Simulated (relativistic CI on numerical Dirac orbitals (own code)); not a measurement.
**Calculated levels, Ca³⁺**

Method of calculation: Dirac-Coulomb-Breit CI, separate exchange-only KLI orbitals for each configuration, a model potential for QED, valence Slater integrals scaled by 0.85, configuration energies shifted to the measured levels that pair with them (semi-empirical) (own radial code, finite nucleus).

CI space (outside the closed core [Ne]): 3s2 3p5, 3s 3p6, 3s2 3p4 3d, 3s2 3p4 4s, 3s2 3p4 4p, 3s 3p5 3d, 3s2 3p3 3d2, 3p5 3d2, 3s2 3p4 4d, 3s2 3p4 5s, 3s2 3p4 4f, 3s2 3p4 5p, 3s2 3p4 5d, 3s2 3p4 5f, 3s2 3p4 5g, 3p6 3d, 3s 3p4 3d2, 3s 3p5 4s, 3s 3p5 4p, 3s2 3p3 3d 4s, 3s 3p5 4d, 3s 3p5 5s, 3s 3p5 4f, 3s 3p5 5p, 3s2 3p3 3d 4p, 3s 3p5 5d. Levels of other configurations are missing.

The lowest level is 3s2 3p5 2P°_3/2, with 97 % of that term; Hund's rules for 3s2 3p5 give 2P° with J = 3/2, in agreement.

```csv
No.,Configuration,Term,J,E (eV),%,Landé g
1,3s2 3p5,2P°,3/2,0.0000,97,1.334
2,3s2 3p5,2P°,1/2,0.3833,97,0.665
3,3s 3p6,2S,1/2,18.8990,72,2.002
4,3p4(3P) 3d,4D,7/2,24.9556,98,1.428
5,3p4(3P) 3d,4D,5/2,24.9865,97,1.371
6,3p4(3P) 3d,4D,3/2,25.0231,98,1.200
7,3p4(3P) 3d,4D,1/2,25.0518,98,0.002
8,3p4(3P) 3d,4F,9/2,27.0074,98,1.332
9,3p4(1D) 3d,2P,1/2,27.1197,97,0.672
10,3p4(3P) 3d,4F,7/2,27.1423,98,1.238
11,3p4(3P) 3d,4F,5/2,27.2396,98,1.029
12,3p4(3P) 3d,4F,3/2,27.3029,98,0.401
13,3p4(1D) 3d,2P,3/2,27.3601,95,1.339
14,3p4(3P) 3d,4P,1/2,27.7874,97,2.659
15,3p4(3P) 3d,4P,3/2,27.8672,95,1.719
16,3p4(3P) 3d,4P,5/2,27.9687,97,1.599
17,3p4(1D) 3d,2D,3/2,28.0803,97,0.807
18,3p4(1D) 3d,2D,5/2,28.2846,96,1.196
19,3p4(3P) 3d,2F,7/2,28.5041,92,1.128
20,3p4(3P) 3d,2F,5/2,28.8021,97,0.862
21,3p4(1D) 3d,2G,9/2,29.0863,98,1.113
22,3p4(1D) 3d,2G,7/2,29.0919,92,0.905
23,3p4(1D) 3d,2F,5/2,30.9175,98,0.858
24,3p4(1D) 3d,2F,7/2,30.9901,98,1.143
25,3p4(1S) 3d,2D,3/2,33.2771,97,0.800
26,3p4(1S) 3d,2D,5/2,33.3501,97,1.200
27,3p4(1D) 3d,2S,1/2,35.5787,70,1.998
28,3p4(3P) 4s,4P,5/2,36.1090,98,1.599
29,3p4(3P) 4s,4P,3/2,36.3264,91,1.701
30,3p4(3P) 4s,4P,1/2,36.4717,98,2.647
```

Energies count from the lowest computed level; ° marks odd parity. Percentages are summed over parent terms; the parents shown are those of the largest component, closed shells are left out there.

The mean weight of the leading LS term, summed over parents, in these 30 levels is 95 %, and that of the leading jj configuration (from the same eigenvectors) 55 %, so LS coupling describes them better.

Configurations whose levels could be paired with our table of measured levels were shifted onto them, all but the ground configuration, by the median error of their levels; single terms can still be off by 1,000 to 2,000 cm⁻¹ or more, and rates follow the energies as ν³ (E1, M1) or ν⁵ (E2). The others borrow a shift and can be off by several thousand cm⁻¹ or more. The fine structure of a lone outer electron comes out too small, for d and f at times inverted, and misplaced configurations move strength between like terms. 23 of the 27 excited levels that our extract of the measured tables holds in this range could be paired (the sources list more); they are missed by 313 cm⁻¹ on average and 1480 at most, after the shifts were fitted to these levels, and levels without a partner can miss by more.

LS names give the leading component of a level, which can be under half, so a name can repeat, a term be missing and a line seem to break the LS rules.
